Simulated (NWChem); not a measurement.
Si2H5SCl; SMILES Cl[SiH2]S[SiH3]

```xyz
9

Si    -1.0253     1.7478     0.1727
S      0.9619     1.0993    -0.4336
Si     0.9125    -0.8671     0.4266
Cl    -0.7295    -1.9597    -0.2531
H     -2.0732     1.2711    -0.7890
H     -1.3294     1.2326     1.5521
H     -0.9789     3.2473     0.1738
H      0.7978    -0.8088     1.9203
H      2.1741    -1.5460    -0.0077
```
Atoms are numbered in this order, from 1.

Results from NWChem. The geometry was optimised at PBE-D3(BJ)/def2-SVP. Total energies compare along this basis series because the functional is fixed.

```tsv
level	basis functions	energy (Ha)	highest occupied level (eV)	orbital gap (eV)	dipole (D)	relative time
TPSS/pcseg-1	97	-1440.5164	-6.77	5.70	1.25	4
TPSS/aug-pcseg-1	153	-1440.5249	-6.72	5.54	0.97	10
TPSS/pcseg-2	206	-1440.6496	-6.77	5.67	1.04	10
TPSS/STO-3G	41	-1424.4060	-2.95	5.90	2.16	1
TPSS/def2-SVP	97	-1440.1229	-6.67	5.91	0.99	3
```

The last column is a rough cost ratio, cheapest run = 1.
